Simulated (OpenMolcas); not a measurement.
Cu4+: moving or changing the point charges

Cu4+ among 6 point charges of -1 e arranged as a trigonal antiprism (D3d), 1.86 Å from the ion, with a polar angle of 48.7° against the regular 54.74°.
```
   0.0000    1.3977    1.2272  -1.00
  -1.2104   -0.6988    1.2272  -1.00
   1.2104   -0.6988    1.2272  -1.00
   0.0000   -1.3977   -1.2272  -1.00
   1.2104    0.6988   -1.2272  -1.00
  -1.2104    0.6988   -1.2272  -1.00
```

```yaml
Program: OpenMolcas 26.06
Method: "SS-CASPT2, IPEA 0.25 Eh, imaginary shift 0.1 Eh (closed shells correlated: 3s 3p)"
Basis: ANO-RCC-VDZP [5s4p2d1f]
Scalar_Hamiltonian: DKH2, point nucleus
Active_space: 7 electrons in 5 orbitals (3d)
State_averaging: 2S+1 = 4 even, 10 roots; 2S+1 = 2 even, 40 roots
Spin-orbit_coupling: state interaction with AMFI integrals over the reference wave functions
```

Runs around this geometry, states (labels of D3, the rotations of D3d). Energies in cm-1 above the lowest state or level, χT in cm3 K/mol.

```
R (Å)  q (e)  Polar angle / regular  Ground state  First state of that spin  First gap with spin-orbit (degeneracies)  χT at 300 K  First state of another spin
 1.86  -0.65                   0.89           4A1                   4A2 150                                110 (2, 2)        5.261                    2A1 22520
 1.76     -1                   0.89           4A2                    4E 230                                 71 (2, 2)        5.014                    2A1 22620
 1.86     -1                   0.89           4A2                   4A1 140                                 27 (2, 2)        5.153                    2A1 22520
 1.97     -1                   0.89           4A1                    4A2 48                                110 (2, 2)        5.225                    2A1 22490
 1.86     -1                   0.96            4E                    4A2 26                                170 (2, 2)        5.082                    2A1 22550
```

The ground state changes within this set.

Roots that are degenerate in the reference are averaged as groups; the widest CASPT2 spread within a group is 41 cm-1 (the 2-fold group of multiplicity 2 near 22600 cm-1 above the lowest state of its run, R = 1.86, q = -1, ratio = 0.96). Shifts and gaps below about the spread of the groups concerned are not significant. Point charges give a weaker field than real ligands, and real ions of this kind are often low spin; the high spin found here belongs to the model. The ground term spreads over less than 5000 cm-1, several times less than with real ligands, so orbital moments are less quenched and χT lies further from the spin-only value than at real sites. Free-ion shares, where given, are those of the reference states; single-state CASPT2 does not remix them. Spin-orbit coupling mixes the spin-free states strongly: the lowest level takes only 49 % from its leading state, 4A1 (figures for R = 1.86, q = -0.65, ratio = 0.89; the like holds for R = 1.76, q = -1, ratio = 0.89, R = 1.86, q = -1, ratio = 0.89, R = 1.97, q = -1, ratio = 0.89, R = 1.86, q = -1, ratio = 0.96). An orbital doublet at a regular site is open to a Jahn-Teller distortion, which this geometry leaves out (holds for R = 1.86, q = -1, ratio = 0.96). Point charges carry no covalency, so the field is a model and not that of real ligands. No measured value stands beside these numbers.
